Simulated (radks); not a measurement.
Problem. The mean radii <r> (bohr) of the occupied orbitals of an atom or ion are listed with their occupations. Calculated with a radial shooting solver on a logarithmic mesh with Libxc functionals: Dirac Kohn-Sham, PBEsol, spin-unpolarised, spherical densities, finite nucleus; Fermi nuclear charge, rms radius of each element as measured or else 0.836 A^(1/3) + 0.57 fm.

orbital  occ.      <r>
1s1/2       2  0.01606
2s1/2       2  0.06694
2p1/2       2  0.05489
2p3/2       4  0.06380
3s1/2       2   0.1740
3p1/2       2   0.1645
3p3/2       4   0.1807
3d3/2       4   0.1570
3d5/2       6   0.1619
4s1/2       2   0.3843
4p1/2       2   0.3854
4p3/2       4   0.4200
4d3/2       4   0.4247
4d5/2       6   0.4358
5s1/2       2   0.8543
4f5/2       6   0.4508
4f7/2       8   0.4572
5p1/2       2   0.9126
5p3/2       4    1.005
5d3/2       4    1.276
5d5/2       6    1.324
6s1/2       2    2.250
6p1/2       1    2.767

Name the element and its charge. Open shells, if any, fill j = l - 1/2 first.

Solution. Z = 82, lead, charge +1: Pb+ in [Hg] 6p1. The 1s radius gives Z: for a bare nucleus <r> = (2 gamma + 1)/(2Z) with gamma = sqrt(1 - (Z/c)^2), 0.01587 bohr for Z = 82, and screening makes it slightly larger (0.01606 here). The occupations add up to 81, and the charge is Z minus that.
